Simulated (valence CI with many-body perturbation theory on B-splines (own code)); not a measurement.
## Os V in brief

Method: valence CI with perturbative core correlation (CI+MBPT): four valence electrons over a frozen Dirac-Fock core [Xe] 4f14, a basis of 7 s, 7 p, 8 d, 6 f, 4 g, 1 h functions for each j, with the one-electron correlation potential Σ1 (screened to all orders), the two-electron term Σ2, the three-electron term Σ3, Breit, model QED; selected single and double excitations, second order for the rest, scaled by the run's own slope (own B-spline code, finite nucleus).

Set against measurement, 29 paired levels are off by 464 cm⁻¹ on average, the worst by 1119. These come from a selection out of Palmeri et al., Atoms 14, 22 (2026). Levels without a partner in it may be off by more, other configurations by 1,000 to 8,000 cm⁻¹. Only levels of the ground parity were solved; by the run's estimate the other parity begins above the list, which can be wrong where configurations are misplaced.

Names give the largest LS component (configuration and term), which can be under half, so a name can repeat, a term be missing and a line seem to break the LS rules; names also repeat where a configuration has a term twice.

Rates and lifetimes use the calculated energies. Strong lines usually hold to 10 to 20 %, long lifetimes can be off by a factor of two.

**Question.** What is the ground level?

**Answer.** 5d⁴ ⁵D_0, composition 66 % 5d⁴ ⁵D + 30 % 5d⁴ ³P + 3 % 5d⁴ ¹S.

**Question.** How well does LS coupling describe the low levels?

**Answer.** Among the lowest 20 levels the leading LS term, summed over configurations, holds 66 % on average. For single configurations the figures are 65 % in LS and 65 % in jj coupling. Terms mix most in the J = 2 level at 36892 cm⁻¹, where the leading one holds 33 %.

**Question.** How is the term ⁵D of the ground level split?

**Answer.** J = 0 at 0.0, J = 1 at 4089, J = 2 at 7792, J = 3 at 10760, J = 4 at 12826 cm⁻¹.

**Question.** What is the ionisation energy?

**Answer.** 55.935 eV; NIST lists 55 ± 1.9 eV (theoretical).
